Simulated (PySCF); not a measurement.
InH: frontier orbitals

M06-2X at R = 1.852 Å; basis In def2-TZVP with ECP28, H def2-TZVP; scalar-relativistic core potentials; PySCF 2.14. State: ¹Σ⁺ (singlet), closed shell. Only the outer orbitals are listed, counted within each symmetry, core potentials removing the inner ones.

```
orbital  occ.  ε (eV)  on In (%)           main shells (%)
     1δ     2  -23.64        100                  100 In d
     1δ     2  -23.64        100                  100 In d
     3σ     2  -23.35         99                  100 In d
     2π     2  -23.33        100                  100 In d
     2π     2  -23.33        100                  100 In d
     4σ     2  -11.00         72           68 In s, 28 H s
     5σ     2   -6.50         69  39 In p, 31 H s, 27 In s
     3π     0   -1.13        100                  100 In p
     3π     0   -1.13        100                  100 In p
     6σ     0    1.52         99                   94 In p
```

**Question.** Which are the highest filled and the lowest empty level, where do they sit, and how wide is the gap?

**Answer.** Highest filled 5σ at -6.50 eV (in %: 39 In p, 31 H s, 27 In s); lowest empty 3π at -1.13 eV (in %: 100 In p); the gap at M06-2X is 5.37 eV.

```
bond order (Mayer)                              : 0.92
⟨S²⟩                                            : 0.000
charge on In (Mulliken, basis-dependent)        : 0.19
charge on In (Löwdin, basis-dependent)          : 0.16
dipole moment (positive dipole means In(−)H(+)) : -0.77 D
```

Spin–orbit coupling is left out.
